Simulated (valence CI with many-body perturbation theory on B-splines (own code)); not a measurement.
## Forbidden lines of Tc XXIII

Level of theory: configuration interaction combined with many-body perturbation theory (CI+MBPT): three valence electrons over a frozen Dirac-Fock core [Ar], radial functions for each j: 7 s, 7 p, 8 d, 6 f, 4 g, 1 h, with the one-electron correlation potential Σ1 (screened to all orders), the two-electron term Σ2, the three-electron term Σ3, Breit, model QED; selected single and double excitations, second order for the rest, scaled by the run's own slope (own B-spline code, finite nucleus).

No measured levels were compared; by estimate terms of the open shell hold to 2 to 4 % of their energy, and close levels can change places. Only levels of the ground parity were solved; by the run's estimate the other parity begins above the list, which can be wrong where configurations are misplaced.

Lines 1 to 50 of 68 in falling wavelength, among levels below 32.587 eV, chosen from the decays that carry over 1 % of a level's rate. Wavelengths and rates use the calculated energies, so an error of 3000 cm⁻¹ moves a line at 266.4 nm by 8 % and its rate by three times that or more. Weak lines are less certain than strong ones. Lines between different terms over intervals too small for the method are left out, as are lines whose strength nearly cancels. The highest levels of a list are the least certain. Branching is blank where the lifetime is uncertain.

Names give the largest LS component (configuration and term), which can be under half, so a name can repeat, a term be missing and a line seem to break the LS rules; names also repeat where a configuration has a term twice. Letters in brackets count levels of one name in rising energy.

```csv
λ vac (nm),Upper,Lower,Type,A (s⁻¹),Branch %
1281,3d3 4P_1/2,3d3 4P_3/2,M1,1.39e+01,11.7
734.3,3d3 4F_9/2,3d3 4F_7/2,M1,5.59e+01,100.0
566.1,3d3 4F_7/2,3d3 4F_5/2,M1,2.11e+02,100.0
501.0,3d3 4F_5/2,3d3 4F_3/2,M1,3.11e+02,100.0
394.0,3d3 2D_5/2 [a],3d3 2D_3/2 [a],M1,1.46e+02,6.9
296.7,3d3 2H_11/2,3d3 2H_9/2,M1,2.58e+02,53.5
291.9,3d3 4P_5/2,3d3 4P_3/2,M1,4.05e+02,74.9
266.4,3d3 2D_5/2 [a],3d3 4P_5/2,M1,1.10e+02,5.2
259.0,3d3 2D_3/2 [a],3d3 4P_1/2,M1,2.65e+02,7.4
253.6,3d3 2P_3/2,3d3 2P_1/2,M1,4.57e+02,13.5
244.2,3d3 2H_9/2,3d3 4F_9/2,M1,6.41e+02,55.2
235.6,3d3 4P_3/2,3d3 4F_5/2,M1,1.53e+02,20.8
217.0,3d3 2P_1/2,3d3 4P_1/2,M1,1.43e+03,95.2
215.5,3d3 2D_3/2 [a],3d3 4P_3/2,M1,1.25e+03,34.9
215.4,3d3 2G_9/2,3d3 2H_9/2,M1,9.74e+02,40.4
213.2,3d3 2P_3/2,3d3 2D_3/2 [a],M1,9.61e+02,28.5
198.8,3d3 2G_9/2,3d3 2G_7/2,M1,9.67e+02,40.1
197.3,3d3 2G_7/2,3d3 4F_7/2,M1,4.79e+02,30.3
183.2,3d3 2H_9/2,3d3 4F_7/2,M1,5.20e+02,44.8
169.4,3d3 4P_5/2,3d3 4F_7/2,M1,6.74e+01,12.4
169.3,3d3 2P_3/2,3d3 4P_5/2,M1,8.97e+02,26.6
160.2,3d3 4P_3/2,3d3 4F_3/2,M1,5.83e+02,79.2
146.3,3d3 2G_7/2,3d3 4F_5/2,M1,1.10e+03,69.4
142.4,3d3 4P_1/2,3d3 4F_3/2,M1,1.04e+02,87.7
139.3,3d3 2D_5/2 [a],3d3 4P_3/2,M1,1.23e+02,5.8
139.0,3d3 2F_7/2,3d3 4P_5/2,M1,1.44e+01,1.1
137.9,3d3 2F_5/2,3d3 4P_5/2,M1,2.73e+02,25.1
133.9,3d3 2H_11/2,3d3 4F_9/2,M1,2.23e+02,46.4
130.9,3d3 2F_7/2,3d3 2H_9/2,M1,1.30e+01,1.0
130.4,3d3 4P_5/2,3d3 4F_5/2,M1,6.67e+01,12.3
124.6,3d3 2F_7/2,3d3 2G_7/2,M1,4.14e+02,31.8
123.7,3d3 2F_5/2,3d3 2G_7/2,M1,2.39e+02,21.9
119.9,3d3 2D_5/2 [b],3d3 2F_5/2,M1,1.44e+03,19.1
119.7,3d3 2D_3/2 [b],3d3 2F_5/2,M1,9.09e+02,
119.0,3d3 2D_5/2 [b],3d3 2F_7/2,M1,8.20e+02,10.9
114.4,3d3 2G_9/2,3d3 4F_9/2,M1,1.75e+02,7.3
112.5,3d3 2D_3/2 [a],3d3 4F_5/2,M1,1.42e+03,39.5
107.2,3d3 2P_3/2,3d3 4P_3/2,M1,1.05e+02,3.1
103.5,3d3 2D_5/2 [a],3d3 4F_7/2,M1,1.45e+03,68.2
103.2,3d3 2D_5/2 [b],3d3 2P_3/2,M1,1.60e+02,2.1
103.1,3d3 2D_3/2 [b],3d3 2P_3/2,M1,1.08e+02,
99.01,3d3 2G_9/2,3d3 4F_7/2,M1,2.85e+02,11.8
93.68,3d3 2F_5/2,3d3 4P_3/2,M1,1.53e+02,14.1
91.89,3d3 2D_3/2 [a],3d3 4F_3/2,M1,6.45e+02,18.0
87.53,3d3 2D_5/2 [a],3d3 4F_5/2,M1,2.57e+02,12.1
85.99,3d3 2P_1/2,3d3 4F_3/2,M1,5.55e+01,3.7
85.22,3d3 2F_7/2,3d3 4F_9/2,M1,6.15e+02,47.3
84.47,3d3 2D_5/2 [b],3d3 2D_5/2 [a],M1,1.95e+02,2.6
84.38,3d3 2D_3/2 [b],3d3 2D_5/2 [a],M1,1.36e+03,
76.35,3d3 2F_7/2,3d3 4F_7/2,M1,4.19e+01,3.2
```
